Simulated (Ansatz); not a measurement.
Total energies of SnH2Me(NEt2) (C5H15NSn) from Ansatz at PBE-D4/def2-SVP, gas phase (1 Eh = 27.2114 eV = 2625.5 kJ/mol). The reference geometry is relaxed at r2SCAN-D4/def2-SVP.

| state | geometry | energy (Eh) |
| --- | --- | --- |
| charge 0 singlet | reference | -468.04324 |
| charge -1 doublet | reference | -467.97166 |
| free Sn atom (triplet) | – | -214.24400 |
| free H atom (doublet) | – | -0.49863 |
| free C atom (triplet) | – | -37.75124 |
| free N atom (quartet) | – | -54.46658 |

In the def2 sets Sn takes a core potential; there is no spin–orbit coupling.

Task: Work out the vertical electron affinity, to the doublet.

Result: E(charge 0 singlet) − E(charge -1 doublet) = -468.04324 − (-467.97166) = -0.07158 Eh = -1.95 eV; negative, so the extra electron isn't bound. The basis lacks diffuse functions, which makes affinities too small.

Task: What is the binding energy per atom against free atoms?

Result: Atoms: 1 × (-214.24400) + 15 × (-0.49863) + 5 × (-37.75124) + 1 × (-54.46658) = -464.94623 Eh. Binding: -464.94623 − (-468.04324) = 3.09701 Eh = 84.27 eV, or 3.83 eV for each of 22 atoms (no zero-point energy, no counterpoise term).

At PBE-D4/def2-SVP the highest occupied level of the charge -1 doublet lies above zero (up to 4.02 eV). By energy differences it is unbound by 1.95 eV (vertical, against the charge 0 singlet, at PBE-D4/def2-SVP) and held by the finite basis.
